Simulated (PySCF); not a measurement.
Compound: C₆H₉F.
Atom-mapped SMILES: `[CH3:1][C@@H:2]1[CH2:3][CH:4]=[CH:5][C@H:6]1[F:7]` (hydrogens: H8, H9, H10 on C1; H11 on C2; H12, H13 on C3; H14 on C4; H15 on C5; H16 on C6)

Geometry (PBE0-D3(BJ)/def2-SVP, Å), atoms numbered from 1 in this order:
```
atom  x, y, z in Å
C1    -1.7058   -0.9967   -0.5565
C2    -0.3735   -0.2774   -0.4779
C3     0.8607   -1.1681   -0.2512
C4     1.8017   -0.2666    0.4955
C5     1.1815    0.8214    0.9614
C6    -0.2759    0.7939    0.6147
F7    -0.7445    2.0119    0.1630
H8    -1.9097   -1.5585    0.3699
H9    -2.5285   -0.2811   -0.7065
H10   -1.7273   -1.7126   -1.3923
H11   -0.2063    0.2866   -1.4122
H12    1.2845   -1.5655   -1.1880
H13    0.6024   -2.0490    0.3670
H14    2.8548   -0.5073    0.6624
H15    1.6272    1.6121    1.5689
H16   -0.8896    0.5369    1.5013
```

Computed with PySCF at PBE0/pcSseg-1, non-relativistic, on one gas-phase PBE0-D3(BJ)/def2-SVP geometry that isn't relaxed in the solvent. The solvent is an IEF-PCM continuum (van der Waals radii × 1.2). Only the electrostatic response of the medium enters.

| run | E − E(gas) (kcal/mol) | HOMO (eV) | HOMO–LUMO gap (eV) | dipole (D) |
| --- | --- | --- | --- | --- |
| gas | 0.00 | -7.42 | 7.50 | 2.03 |
| P | -3.08 | -7.33 | 7.50 | 2.61 |
| Q | -2.26 | -7.34 | 7.50 | 2.44 |

Task: The runs were made in chloroform and methanol. Which run belongs to which solvent?

Result: P = methanol, Q = chloroform. The dielectric constants are 4.711 (chloroform), 32.61 (methanol), and the energy falls further as ε rises. In this model the ground state sees the solvent through ε alone.

Task: How constant is the ratio of the lowering to (ε − 1)/(2ε + 1)?

Result: 
| solvent | (ε − 1)/(2ε + 1) | E − E(gas) (kcal/mol) | ratio (kcal/mol) | polarisation term (kcal/mol) |
| --- | --- | --- | --- | --- |
| chloroform | 0.356 | -2.26 | -6.3 | -2.46 |
| methanol | 0.477 | -3.08 | -6.5 | -3.48 |

The ratio changes by +1.7 % in size from chloroform to methanol. The polarisation term is half the interaction of the solute with the induced surface charges.
